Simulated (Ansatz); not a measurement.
Calculated with Ansatz (gas phase, PBE0-D4/def2-TZVP geometries, no zero-point term in ΔE). CCSD(T)/CBS adds triple-zeta CCSD(T) − MP2 to the extrapolated MP2 energy (def2 sets, frozen cores). This one scheme is used for every species. DFT in def2-TZVPP. B3LYP here is the variant with VWN-RPA as its local correlation; programs differ in this. Each species was taken in one conformer, which may not be the lowest.

`OC[SiH](O)S` + PH₃ → `O[SiH](P)S` + CH₃OH  (ligand exchange at the Si–C bond)

```
             level  ΔE (kJ/mol)  difference from CCSD(T)/CBS
            PBE-D4        -33.6                         -2.8
         r2SCAN-D4        -30.8                          0.0
           PBE0-D4        -34.6                         -3.8
          B3LYP-D4        -29.2                          1.6
           ωB97X-V        -27.3                          3.5
           ωB97M-V        -24.6                          6.2
            B2PLYP        -29.5                          1.3
               PBE        -34.2                         -3.4
            r2SCAN        -31.1                         -0.3
              PBE0        -35.1                         -4.3
             B3LYP        -29.9                          0.9
     HF/def2-TZVPP        -30.5                          0.3
    MP2/def2-TZVPP        -30.0                          0.8
SCS-MP2/def2-TZVPP        -28.2                          2.6
   CCSD/def2-TZVPP        -27.1                          3.7
CCSD(T)/def2-TZVPP        -27.2                          3.6
     HF/def2-QZVPP        -30.9                         -0.1
    MP2/def2-QZVPP        -32.2                         -1.4
SCS-MP2/def2-QZVPP        -30.4                          0.4
      HF/CBS(def2)        -31.0                         -0.2
     MP2/CBS(def2)        -33.6                         -2.8
    CCSD/CBS(def2)        -30.6                          0.2
       CCSD(T)/CBS        -30.8                            0
```

Largest T1 diagnostic among the species: 0.013.
